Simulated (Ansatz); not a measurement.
Total energies of Cl₂H₂S₂Sn, SMILES `[SH][Sn]([SH])([Cl])[Cl]`.

```xyz
7

S    -0.950   -1.066   -1.815
Sn    0.108   -0.013    0.027
S    -1.425    1.374    1.187
Cl    1.012   -1.683    1.352
Cl    1.909    1.306   -0.586
H    -0.201   -2.172   -1.656
H    -0.452    2.253    1.491
```

Charge 0, multiplicity 1. Correlated methods include outer-core shells of Sn, which these sets cover unevenly. Sn: def2 effective core potential. The structure was optimised at the PBE0-D4/def2-TZVP level. It is one conformer, not always the lowest. Basis def2-TZVPP, Ansatz 0.2.0.

RPA on PBE orbitals: Hartree–Fock energy of these orbitals -1928.71621 Eh, correlation -1.64846 Eh (frozen core).

```
 functional  energy without D4 (Eh)  D4 term (kJ/mol)
LDA (SPW92)             -1926.44348                 –
        PBE             -1931.77717             -29.5
     revPBE             -1932.22622             -62.9
       BLYP             -1932.42783             -60.3
      BHLYP             -1932.42088             -46.3
    LC-ωPBE             -1932.04877                 –
    ωB97X-V             -1932.22259                 –
    ωB97M-V             -1932.36427                 –
     B2PLYP             -1931.77529                 –
   PBE-QIDH             -1931.39369                 –
```

Give the same for r2SCAN, B97M-V, PBE0, B3LYP, r2SCANh, r2SCAN0, HSE06 (plane-wave form), CAM-B3LYP. (Estimate.)

Computed: 
```
             functional  energy without D4 (Eh)  D4 term (kJ/mol)
                 r2SCAN             -1932.46842              -7.0
                 B97M-V             -1932.06308                 –
                   PBE0             -1931.92547             -25.9
                  B3LYP             -1932.63024             -48.3
                r2SCANh             -1932.44988              -7.8
                r2SCAN0             -1932.42361              -8.8
HSE06 (plane-wave form)             -1931.89411             -24.9
              CAM-B3LYP             -1932.52518             -27.6
```

B3LYP takes the VWN-RPA correlation (the form of Gaussian; ORCA's B3LYP/G). HSE06 is the plane-wave form, built on full-range PBE exchange. The double hybrids freeze the cores in their second-order part.

LC-ωPBE has ω = 0.4 bohr⁻¹.
